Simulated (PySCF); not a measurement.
## A run, input to output

The script drives PySCF SCF with an in-house response code with single-precision fitted integrals, so total energies wander by about 1e-6 Eh between cycles (the fitting error itself is about 1e-3 Eh and cancels in differences); atoms count from 0. Pop asks for populations, which are stored and not printed.

Job and coordinates (Å):

```
{"job": {"kind": "nmr", "xc": "PBE0", "basis": "pcSseg-2", "pop": true}, "charge": 0, "multiplicity": 1}
O     -0.390660     0.150785     2.291778
P     -0.639761     0.558251     0.867760
C     -1.311168     2.231513     0.628377
C     -0.446850     3.328240     0.524693
C     -0.959711     4.620682     0.444971
C     -2.338527     4.827432     0.472707
C     -3.204861     3.740504     0.585721
C     -2.694282     2.447175     0.665711
C      0.888860     0.502804    -0.118661
C      0.990740     0.967854    -1.434751
C      2.196072     0.851395    -2.121619
C      3.302643     0.272811    -1.497596
C      3.205279    -0.185209    -0.184864
C      2.000012    -0.070306     0.506004
C     -1.821860    -0.557817     0.049146
C     -2.176908    -1.705113     0.764038
C     -3.054317    -2.631442     0.202555
C     -3.578045    -2.413145    -1.070510
C     -3.229585    -1.264925    -1.783963
C     -2.353766    -0.337299    -1.226655
H      0.634198     3.168122     0.503641
H     -0.279309     5.471367     0.361063
H     -2.740235     5.841580     0.407473
H     -4.285245     3.901043     0.612090
H     -3.375103     1.596824     0.755427
H      0.132104     1.435025    -1.923871
H      2.275521     1.216524    -3.148343
H      4.247681     0.183366    -2.039004
H      4.073269    -0.632674     0.305386
H      1.893607    -0.414056     1.538377
H     -1.755105    -1.844381     1.763003
H     -3.331944    -3.527297     0.763201
H     -4.266144    -3.139235    -1.510448
H     -3.646018    -1.091210    -2.779060
H     -2.096938     0.567093    -1.784229
```

Command:

```bash
OMP_NUM_THREADS=4 python large_run.py task.json out
```

What does the program print?


```
nearly dependent basis: matrix products in double precision
start: PBE on a coarse grid of 29855 points
cycle   1  E = -1110.3575234141  dE =  2.984e+00  |g| = 1.278e+00  |ddm| = 5.410e+00
cycle   2  E = -1107.3614965171  dE =  2.996e+00  |g| = 3.487e+00  |ddm| = 1.302e+01
cycle   3  E = -1110.4768016650  dE = -3.115e+00  |g| = 9.601e-01  |ddm| = 1.260e+01
cycle   4  E = -1110.7063990226  dE = -2.296e-01  |g| = 2.191e-01  |ddm| = 2.101e+00
cycle   5  E = -1110.7046579633  dE =  1.741e-03  |g| = 2.173e-01  |ddm| = 5.612e-01
cycle   6  E = -1110.7169841104  dE = -1.233e-02  |g| = 6.245e-02  |ddm| = 2.638e-01
cycle   7  E = -1110.7180048758  dE = -1.021e-03  |g| = 1.868e-02  |ddm| = 1.446e-01
cycle   8  E = -1110.7180575559  dE = -5.268e-05  |g| = 1.256e-02  |ddm| = 4.718e-02
cycle   9  E = -1110.7180967190  dE = -3.916e-05  |g| = 3.494e-03  |ddm| = 1.843e-02
final grid: 273716 points
cycle  10  E = -1110.8118769103  dE = -1.266e-02  |g| = 7.219e-02  |ddm| = 1.140e+00
cycle  11  E = -1110.8095747867  dE =  2.302e-03  |g| = 1.309e-01  |ddm| = 4.907e-01
cycle  12  E = -1110.8129698104  dE = -3.395e-03  |g| = 1.848e-02  |ddm| = 3.335e-01
cycle  13  E = -1110.8130294917  dE = -5.968e-05  |g| = 7.273e-03  |ddm| = 3.745e-02
cycle  14  E = -1110.8130416796  dE = -1.219e-05  |g| = 2.541e-03  |ddm| = 1.472e-02
cycle  15  E = -1110.8130434261  dE = -1.747e-06  |g| = 7.989e-04  |ddm| = 6.154e-03
cycle  16  E = -1110.8130435848  dE = -1.587e-07  |g| = 1.630e-04  |ddm| = 1.123e-03
cycle  17  E = -1110.8130435901  dE = -5.338e-09  |g| = 7.122e-05  |ddm| = 3.447e-04
converged SCF energy = -1110.8130435901

GIAO shielding tensors (ppm)
atom      isotropic    diamagn.    paramagn.     s11        s22        s33       span
  0 O      226.430     401.078    -174.648     97.179    286.579    295.533    198.354
  1 P      293.305     973.153    -679.848    208.708    228.915    442.292    233.584
  2 C       36.467     260.538    -224.071    -52.992     -7.824    170.216    223.209
  3 C       39.987     260.678    -220.691    -74.360     17.437    176.885    251.246
  4 C       46.892     252.231    -205.339    -66.775     32.840    174.612    241.388
  5 C       42.914     251.392    -208.478    -71.443     25.460    174.726    246.170
  6 C       46.880     251.160    -204.279    -66.799     32.835    174.605    241.405
  7 C       39.970     258.900    -218.930    -74.357     17.371    176.896    251.253
  8 C       38.248     264.701    -226.454    -54.798      7.714    161.826    216.624
  9 C       43.214     261.811    -218.598    -68.309     24.428    173.522    241.830
 10 C       47.782     255.397    -207.615    -65.820     34.676    174.491    240.311
 11 C       43.386     254.285    -210.898    -71.038     26.977    174.220    245.258
 12 C       46.510     256.507    -209.997    -66.400     31.117    174.813    241.213
 13 C       38.696     258.378    -219.682    -81.954     14.184    183.859    265.814
 14 C       38.181     264.199    -226.018    -54.792      7.512    161.822    216.614
 15 C       38.729     257.458    -218.729    -81.966     14.310    183.842    265.807
 16 C       46.506     255.059    -208.553    -66.386     31.078    174.827    241.213
 17 C       43.395     252.523    -209.129    -71.025     26.995    174.214    245.239
 18 C       47.764     254.019    -206.255    -65.848     34.647    174.493    240.341
 19 C       43.170     261.109    -217.939    -68.372     24.399    173.483    241.855
 20 H       23.489      37.351     -13.861     18.861     20.535     31.072     12.212
 21 H       23.653      28.044      -4.391     20.077     23.258     27.623      7.546
 22 H       23.492      22.690       0.803     20.203     23.877     26.397      6.194
 23 H       23.653      25.975      -2.322     20.076     23.257     27.627      7.551
 24 H       23.497      34.854     -11.357     18.861     20.543     31.086     12.224
 25 H       23.466      39.102     -15.636     19.394     20.902     30.101     10.707
 26 H       23.703      31.585      -7.883     20.119     23.314     27.675      7.556
 27 H       23.544      28.171      -4.626     20.180     23.936     26.518      6.338
 28 H       23.474      31.291      -7.817     19.862     23.582     26.977      7.115
 29 H       22.230      37.931     -15.701     17.595     19.600     29.495     11.899
 30 H       22.235      36.959     -14.724     17.606     19.607     29.492     11.886
 31 H       23.476      29.575      -6.099     19.863     23.585     26.979      7.117
 32 H       23.544      26.041      -2.497     20.180     23.936     26.516      6.336
 33 H       23.702      30.511      -6.809     20.120     23.310     27.676      7.556
 34 H       23.466      38.634     -15.168     19.388     20.907     30.104     10.716
```

Roughly how long does this take on 4 threads of Arm Neoverse V1 (shared host), and how large is the basis?

About 2.3 min of wall time, peak memory 3.9 GiB; 937 basis functions and 1224 fitting functions.
